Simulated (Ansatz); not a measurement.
Geometry optimisation, RKS B3LYP-D4/def2-SVP (Ansatz).

Input file:

```yaml
crystal:
  periodic: [false, false, false]
  atoms:
    - { symbol: Si, position_ang: [-1.559038, 1.168552, -0.001127] }
    - { symbol: Si, position_ang: [1.320151, -0.851953, -0.098476] }
    - { symbol: O, position_ang: [-0.59644, 2.353805, -0.031329] }
    - { symbol: H, position_ang: [0.500315, 0.348784, -0.118849] }
    - { symbol: H, position_ang: [-2.185334, 0.492577, -1.156915] }
    - { symbol: Cl, position_ang: [-2.245811, 0.24095, 1.693002] }
    - { symbol: H, position_ang: [2.35927, -0.725769, -1.156494] }
    - { symbol: H, position_ang: [1.945605, -0.987417, 1.245254] }
    - { symbol: H, position_ang: [0.461283, -2.039629, -0.375165] }
basis:
  gaussian: { orbitals: def2-SVP }
hamiltonian:
  xc: b3lyp
  dispersion: d4
relax:
  f_tol: 0.03
  max_steps: 50
```

Launched with:

```bash
$ ansatz run input.yaml --threads 2 --pin off --max-ram 3072MiB --backend cpu --events-out ev --progress --plain --runs-dir out
```

Question: Where does it end, and by what steps?

Answer: It converged. After 14 steps the energy has fallen by 0.191 eV; O3 moved furthest, 0.60 Å.

| step | energy less start (eV) | largest force component (eV/Å) | accepted |
| --- | --- | --- | --- |
| 0 | 0.0000 | 0.800 | yes |
| 1 | -0.0851 | 0.910 | yes |
| 2 | -0.1346 | 0.202 | yes |
| 3 | -0.1505 | 0.711 | yes |
| 4 | -0.1665 | 0.263 | yes |
| 5 | -0.1765 | 0.100 | yes |
| 6 | -0.1756 | 0.543 | no |
| 7 | -0.1836 | 0.046 | yes |
| 8 | -0.1883 | 0.064 | yes |
| 9 | -0.1895 | 0.057 | yes |
| 10 | -0.1897 | 0.116 | yes |
| 11 | -0.1907 | 0.066 | yes |
| 12 | -0.1908 | 0.043 | yes |
| 13 | -0.1906 | 0.105 | no |
| 14 | -0.1910 | 0.010 | yes |

```xyz
9
Properties=species:S:1:pos:R:3
Si -1.493 1.242 0.021
Si 1.279 -0.921 -0.112
O -1.065 2.707 0.110
H 0.524 0.343 -0.432
H -1.988 0.526 -1.172
Cl -1.771 0.010 1.649
H 2.444 -0.991 -1.035
H 1.713 -0.850 1.306
H 0.357 -2.066 -0.337
```

Whether the end is a true minimum wasn't checked by a vibrational analysis.

Run time: 68 s on 2 threads of Intel(R) Xeon(R) Processor @ 2.50GHz (Skylake/Cascade Lake) (shared host), peak memory 0.2 GiB.
